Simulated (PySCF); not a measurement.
# Deuteron quadrupole couplings in `C#CCP=C=COC`

Compound: C₆H₇OP.
Structure used (GFN2-xTB), in Å, numbered top down from 1:
```xyz
15
C6H7OP angstrom
C      3.7672    0.7055    0.3452
C      3.0905   -0.0102   -0.3365
C      2.2595   -0.8934   -1.1118
P      1.2642   -2.0445    0.0365
C     -0.0579   -1.1187    0.2816
C     -1.1744   -0.5179    0.5968
O     -2.3200   -0.6249   -0.1387
C     -3.3892    0.1844    0.2814
H      4.3715    1.3454    0.9154
H      2.8855   -1.5188   -1.7550
H      1.5628   -0.3210   -1.7270
H     -1.2224    0.1476    1.4588
H     -4.2122   -0.0214   -0.4006
H     -3.6977   -0.0580    1.3048
H     -3.1318    1.2483    0.2274
```

Level: PBE0/pcSseg-1 (PySCF, non-relativistic); Q(2H) = 0.00286 b; rigid geometry, the same for H and D, with no vibrational averaging.

Question: Rank these positions by the coupling χzz of a deuteron there, largest first.
A. H12 (hydrogen on carbon)
B. H9 (alkyne hydrogen)
C. H14 (methyl hydrogen)

Answer: B (268 kHz), A (204 kHz), C (194 kHz).

Q: Give the electric field gradient Vzz (the principal value of largest size), its asymmetry and the 2H coupling at each hydrogen.

A: 
```csv
atom,bonded to,bond length (Å),Vzz (au),η,χzz (kHz)
H9,C1,1.049,0.3987,0.00,268
H10,C3,1.094,0.3009,0.02,202
H11,C3,1.092,0.3041,0.03,204
H12,C6,1.090,0.3032,0.11,204
H13,C8,1.089,0.3040,0.07,204
H14,C8,1.096,0.2894,0.08,194
H15,C8,1.096,0.2893,0.08,194
```

Q: How does χzz go with the bond length over the 7 C–H bonds?

A: A straight-line fit has a slope of -15.3 kHz for each 0.01 Å, with a correlation coefficient of -1.00, over lengths from 1.049 to 1.096 Å. The longer bonds have the smaller couplings here.

One conformer (not necessarily the lowest) at the GFN2-xTB geometry, without solvent, vibrations or thermal averaging. GFN2-xTB bond lengths can be off by several hundredths of an ångström, more for odd bonds, and the gradients follow them. With a basis this small, the couplings can be 20 % off.
